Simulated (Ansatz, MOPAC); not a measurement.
Torsion H3–O1–Pb2–H4 in H2OPb (SMILES [OH][PbH]); at each angle all else is relaxed with GFN2-xTB, and the levels are single points there.
Geometry at 0° (charge 0, multiplicity 1):
| atom | x (Å) | y (Å) | z (Å) |
|---|---|---|---|
| O | -1.1562 | 0.2423 | 0.1510 |
| Pb | 0.8296 | 0.9885 | -0.0747 |
| H | -1.4065 | -0.6227 | -0.1590 |
| H | 1.5490 | -0.4988 | -0.9283 |

On the grid 0° to 330°, 300° is the highest and 0° the lowest point at CCSD(T)/CBS(def2-TZVPP, def2-QZVPP).

Cores are frozen in the correlated methods. Filled d and f shells under p-block atoms count as core. CBS: X⁻³ extrapolation of the correlation energy, Hartree–Fock from the larger set. The state that PM6 reach isn't checked.

Codes used: Ansatz (a quantum-chemistry and plane-wave program) with Gaussian orbitals; MOPAC for PM6 (differences of heats of formation). Each number belongs to the level named beside it. In def2 rows elements past Kr take small-core potentials, without spin–orbit coupling.

Task: What energy at 300° less that at 0° does CCSD(T)/CBS(def2-TZVPP, def2-QZVPP) give?

Result: 5.6 kcal/mol

Task: Predict the energy at 300° less that at 0° from SCS-MP2/def2-TZVPP.

Result: 6.2 kcal/mol

Task: Estimate the energy at 300° less that at 0° that PM6 returns for this input.

Result: -3.3 kcal/mol
